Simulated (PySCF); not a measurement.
Species: C₅H₆O₂.
Structure used (GFN2-xTB), in Å, numbered top down from 1:
```
atom  x, y, z in Å
C1     2.2459    0.3429    0.7132
C2     0.9653    0.4891    0.3922
C3     0.3103   -0.4243   -0.5595
O4     0.8218   -1.4138   -1.0200
C5    -1.1267   -0.0248   -0.9155
C6    -1.9783   -0.3207    0.2881
O7    -2.1732    0.4438    1.1896
H8     2.8304   -0.4471    0.2683
H9     2.7440    0.9943    1.4104
H10    0.3520    1.2687    0.8200
H11   -1.4551   -0.6080   -1.7741
H12   -1.1469    1.0444   -1.1286
H13   -2.3940   -1.3442    0.2982
```

Vertical excitations from PySCF (density fitting, frozen core in the response, grid level 2 and gas phase unless stated; continuum runs use non-equilibrium linear response for the excitations) on a GFN2-xTB geometry. Reference run:

```json
{"settings": "PBE0/def2-SVPD, full TDDFT, 6 singlets", "S1, eV (f)": "3.61 (0.006)", "S2, eV (f)": "4.09 (0.004)", "S3, eV (f)": "5.04 (0.002)", "S4, eV (f)": "5.62 (0.190)", "S5, eV (f)": "5.78 (0.043)", "S6, eV (f)": "6.61 (0.112)", "T1, eV (Tamm–Dancoff)": "3.09", "mean α (au)": "66.6"}
```

What do these settings give: (1) OPBE/pcseg-1, full TDDFT, 25 singlets; (2) HF/6-31G-J, IEF-PCM acetone, CIS, 6 singlets; (3) HF/def2-SVPD, IEF-PCM chloroform, TDHF, 25 singlets?

| settings | S1, eV (f) | S2, eV (f) | S3, eV (f) | S4, eV (f) | S5, eV (f) | S6, eV (f) | T1, eV (Tamm–Dancoff) | mean α (au) |
| --- | --- | --- | --- | --- | --- | --- | --- | --- |
| OPBE/pcseg-1, full TDDFT, 25 singlets | 3.14 (0.018) | 3.46 (0.001) | 4.23 (0.015) | 4.72 (0.045) | 5.05 (0.048) | 6.13 (0.193) | 2.71 | 60.8 |
| HF/6-31G-J, IEF-PCM acetone, CIS, 6 singlets | 4.70 (0.002) | 4.90 (0.001) | 6.72 (0.506) | 8.56 (0.003) | 9.18 (0.034) | 9.47 (0.064) | 3.08 | 63.9 |
| HF/def2-SVPD, IEF-PCM chloroform, TDHF, 25 singlets | 4.74 (0.003) | 4.96 (0.000) | 6.13 (0.413) | 8.46 (0.010) | 8.51 (0.084) | 8.86 (0.063) | – | 75.1 |

(1) S1 moves by -0.47 eV; functional and basis change together, so the shift can't be laid on one. (2) S1 moves by +1.09 eV; functional, basis, environment and response scheme change together, so the shift can't be laid on one. (3) S1 moves by +1.13 eV; functional and environment change together, so the shift can't be laid on one. States are counted by energy in each run and needn't keep their character from row to row.

Which orbital pairs make up S1 in each run, and how does it sit against the orbital gap?

```json
{"settings": "PBE0/def2-SVPD, full TDDFT, 6 singlets", "S1 configurations (weight)": "H→L 0.84, H−1→L 0.12", "S1 (eV)": "3.61", "orbital gap (eV)": "5.38", "S1 − gap (eV)": "-1.77"}
{"settings": "OPBE/pcseg-1, full TDDFT, 25 singlets", "S1 configurations (weight)": "H→L 0.97", "S1 (eV)": "3.14", "orbital gap (eV)": "2.91", "S1 − gap (eV)": "+0.23"}
{"settings": "HF/6-31G-J, IEF-PCM acetone, CIS, 6 singlets", "S1 configurations (weight)": "H−1→L 0.53, H−2→L+1 0.25, H−1→L+1 0.09", "S1 (eV)": "4.70", "orbital gap (eV)": "12.68", "S1 − gap (eV)": "-7.98"}
{"settings": "HF/def2-SVPD, IEF-PCM chloroform, TDHF, 25 singlets", "S1 configurations (weight)": "H−1→L 0.56", "S1 (eV)": "4.74", "orbital gap (eV)": "12.53", "S1 − gap (eV)": "-7.79"}
```

Geometry: GFN2-xTB, one conformer.
